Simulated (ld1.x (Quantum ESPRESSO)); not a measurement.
# cobalt (Co) TM: all-electron and pseudo phase curves

```json
{"Element": "Co (Z = 27)", "Generator": "ld1.x (Quantum ESPRESSO) 7.5", "Type": "norm-conserving Troullier–Martins (Kleinman–Bylander form)", "Functional": "LDA (PZ)", "Relativity": "scalar-relativistic", "Frozen core": "[Ne] 3s2", "Valence charge": "15", "Reference configuration": "3p6 3d7 4s2 4p0", "Partial waves": "4s (bound): rc 2.05 bohr; 3p (bound): rc 0.75 bohr; 3d (bound): rc 0.75 bohr", "Local potential": "the d channel", "Core correction": "none"}
```

The phase is arctan(r·u′/u) with u = r·R(r), unwrapped; energies in Ry, scanned from -7 to 5 Ry. A pole is an energy at which the radial function vanishes at the test radius. The pseudo phase is shifted by a multiple of π to meet the all-electron one at the reference energy, and phase errors are pseudo minus all-electron; the curves can meet again beyond the range given. Levels narrower than the energy grid can be missing from the lists of poles.

```
channel  radius (bohr)  reference energy (Ry)  poles, all-electron  poles, pseudo  unbroken range about the reference energy with phases within 0.05 rad  phase error 1 Ry above the reference energy (rad)
      s           2.25                  -0.42                 2.66    -0.12, 3.00                                                             below -0.2                                             -3.090
      p           2.25                  -4.82          -4.78, 3.86    -4.78, 3.81                                                        the whole range                                             -0.000
      d           2.25                  -0.62                -0.41          -0.41                                                        the whole range                                             +0.000
```

Note: ghost states, extra bound levels that the all-electron valence spectrum of the same l lacks: s at -670.3 eV, s at -1.51 eV. A true bound ghost makes a file unfit for plane-wave use.

Phases in the d channel:

```
E (Ry)  all-electron  pseudo
 -7.00         1.405   1.405
 -6.48         1.399   1.399
 -5.96         1.392   1.392
 -5.44         1.383   1.383
 -4.92         1.374   1.374
 -4.40         1.363   1.363
 -3.88         1.350   1.350
 -3.36         1.333   1.333
 -2.84         1.312   1.312
 -2.32         1.282   1.282
 -1.80         1.233   1.233
 -1.28         1.124   1.124
 -0.76         0.043   0.044
 -0.24        -1.692  -1.691
  0.28        -1.855  -1.855
  0.80        -1.979  -1.978
  1.32        -2.157  -2.156
  1.84        -2.521  -2.517
  2.36        -3.298  -3.290
  2.88        -4.019  -4.014
  3.40        -4.340  -4.336
  3.92        -4.493  -4.490
  4.44        -4.582  -4.580
  4.96        -4.642  -4.640
```
